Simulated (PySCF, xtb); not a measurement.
BiBr₂, SMILES [Br][Bi+][Br] (connectivity only; charge and spin as stated), charge +1, multiplicity 1.

Harmonic wavenumbers (cm⁻¹) from GFN2-xTB (xtb) at its own minimum, in rising order: 79, 226, 247.

**Question.** What does B3LYP-D3(BJ)/def2-SVP (PySCF 2.14.0) give at its own minimum? (The exact figures need the calculation; the answer reports its results.)

**Answer.** 75, 250, 251. Paired by order, the mean absolute difference is 11 cm⁻¹ and the zero-point energies are 0.8 and 0.8 kcal/mol.
